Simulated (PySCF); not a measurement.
C₂H₄FNOSi, SMILES [C@H]([SiH2]O)(C#N)F.

Geometry: ωB97X-D3(BJ)/def2-SVP. The structure was generated by enumeration; whether it is a known compound was not checked. One conformer was computed; it need not be the lowest.

Two levels are set side by side: PBE/def2-TZVP (PySCF) and ωB97X/def2-TZVP (PySCF). Same geometry, gas phase. Differences are taken from unrounded values.

```json
[
 {"quantity": "orbital gap (eV)", "ωB97X": "12.51", "PBE": "5.44", "PBE minus ωB97X": "-7.07"},
 {"quantity": "highest occupied level (eV)", "ωB97X": "-11.27", "PBE": "-7.43", "PBE minus ωB97X": "3.84"},
 {"quantity": "lowest empty level (eV)", "ωB97X": "1.24", "PBE": "-1.99", "PBE minus ωB97X": "-3.23"},
 {"quantity": "dipole moment (D)", "ωB97X": "3.25", "PBE": "3.30", "PBE minus ωB97X": "0.05"},
 {"quantity": "mean polarisability (bohr³)", "ωB97X": "54.4", "PBE": "57.6", "PBE minus ωB97X": "3.2"}
]
```

PBE's occupied levels lie high since its potential decays too fast outside the molecule; exact exchange lowers them and widens the gap. PBE's more diffuse valence density responds more strongly to a field. Differences between two approximate levels are no errors against the true value.

Rough cost on one machine, each run with all the roots and properties that it gave: ωB97X against PBE within a factor of 2.
